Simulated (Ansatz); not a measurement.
`C[SiH2][SiH](Cl)Cl` + HI → `Cl[SiH](Cl)I` + `C[SiH3]` at 600 K and 1 bar (cleavage of the Si–Si bond).

Isolated molecules relaxed with PBE0-D4/def2-TZVP in Ansatz; ΔE leaves out vibrations. CCSD(T)/CBS adds triple-zeta CCSD(T) − MP2 to the extrapolated MP2 energy (def2 sets, frozen cores). This one scheme is used for every species. Elements past krypton have def2 core potentials. For I outer-core shells are correlated without core-valence functions, which leaves a few kJ/mol of doubt a bond. Each species was taken in one conformer, which may not be the lowest.

```json
{"species": "`C[SiH2][SiH](Cl)Cl`", "CCSD(T)/CBS energy (Eh)": "-1539.48961", "H − E (kJ/mol)": "246.6", "S (J/(mol·K))": "500.5"}
{"species": "HI", "CCSD(T)/CBS energy (Eh)": "-298.03592", "H − E (kJ/mol)": "31.6", "S (J/(mol·K))": "227.0"}
{"species": "`Cl[SiH](Cl)I`", "CCSD(T)/CBS energy (Eh)": "-1506.81701", "H − E (kJ/mol)": "78.4", "S (J/(mol·K))": "404.8"}
{"species": "`C[SiH3]`", "CCSD(T)/CBS energy (Eh)": "-330.73916", "H − E (kJ/mol)": "199.7", "S (J/(mol·K))": "315.0"}
```

H − E and S are ideal-gas, rigid-rotor, harmonic terms from PBE0-D4/def2-TZVP, for one conformer and one mirror image of each species. 1 Eh = 2625.50 kJ/mol, R = 8.31446 J/(mol·K).

**Question.** By hand: ΔE, ΔH, ΔS and ΔG.

**Answer.** ΔE = (-1506.81701) + (-330.73916) − (-1539.48961) − (-298.03592) = -0.03064 Eh = -80.4 kJ/mol. Δ(H − E) = 78.4 + 199.7 − 246.6 − 31.6 = -0.1, so ΔH = -80.5 kJ/mol. ΔS = 404.8 + 315.0 − 500.5 − 227.0 = -7.7 J/(mol·K). ΔG = -80.5 − 600 × (-7.7)/1000 = -75.9 kJ/mol.

**Question.** By hand: the equilibrium constant, and the temperature at which ΔG would vanish if ΔH and ΔS stayed fixed.

**Answer.** log₁₀ K = −ΔG/(RT ln 10) = 6.6. ΔG = 0 at ΔH/ΔS = 10455 K, far beyond where these terms or the molecules hold.

The number of gas molecules stays the same, so ΔS is small and ΔH decides. A doubt of 5 kJ/mol in ΔE shifts log₁₀ K by 0.4 here. Other conformers and mirror images would add mixing entropy, several J/(mol·K) or more a flexible species. Modes under 60 cm⁻¹, often nearly free rotors, make the harmonic entropy too high. These are equilibria of isolated gas molecules and say nothing of rates. Largest T1 diagnostic: 0.010 (customary marks: 0.02 for closed shells, 0.045 for open ones).
